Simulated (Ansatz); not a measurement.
N-methylmethanimine (C2H5N), SMILES C=NC.

Geometry optimised at PBE0-D3(BJ)/def2-TZVP.

Two levels are set side by side: PBE/def2-SVPD (Ansatz, an electronic-structure program) and CAM-B3LYP/def2-SVPD (Ansatz). Energy differences of separate SCF runs at the same geometry; the states with an electron removed or added have multiplicity 2 and 2. Differences are taken from unrounded values.

```tsv
quantity	CAM-B3LYP	PBE	PBE minus CAM-B3LYP
vertical ionisation energy (eV)	9.87	9.67	-0.20
vertical singlet–triplet gap (eV)	4.18	4.16	-0.02
```
